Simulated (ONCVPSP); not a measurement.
## Transferability test, ONCV potential for Os

osmium (Os), optimised norm-conserving Vanderbilt (ONCV), made with ONCVPSP 4.0.1 (PBE, scalar-relativistic). Core [Kr] 4d10 4f14, reference 5s2 5p6 5d6 6s1.75 6p0.25. Waves: 5s+6s: rc 1.70 bohr, ncon 3, nbas 8, qcut 7.6 1/bohr, 3 projectors, debl 3.5 Ha; 5p+6p: rc 1.60 bohr, ncon 4, nbas 7, qcut 9 1/bohr, 2 projectors; 5d: rc 1.80 bohr, ncon 4, nbas 7, qcut 5.2 1/bohr, 3 projectors, debl 2.7 Ha; f scattering state at 0.1 Ha: rc 1.45 bohr, ncon 3, nbas 7, qcut 8.2 1/bohr, 2 projectors, debl 4 Ha. Local part: polynomial inside 1.20 bohr (lpopt 3, dvloc0 0 Ha). Core correction: polynomial model core, fcfact 0.2.

Energies are relative to the spin-unpolarised reference configuration 5s2 5p6 5d6 6s1.75 6p0.25; without spin polarisation the order of configurations can differ from experiment. Not all tests gave a result: 1 of 4 tests not solved or not reliable.

```
valence configuration  charge  ΔE all-electron (eV)  error AE − PS (meV)
  5s2 5p6 5d6 6s2 6p0       0                -1.229                 +0.3
  5s2 5p6 5d6 6s1 6p0      +1                 8.349                 -4.0
  5s2 5p5 5d6 6s2 6p0      +1                55.688                 -136
```

Note: no bound ghost flagged; GHOST(+) flagged for f at 36.2 eV, s at 367.0 eV.
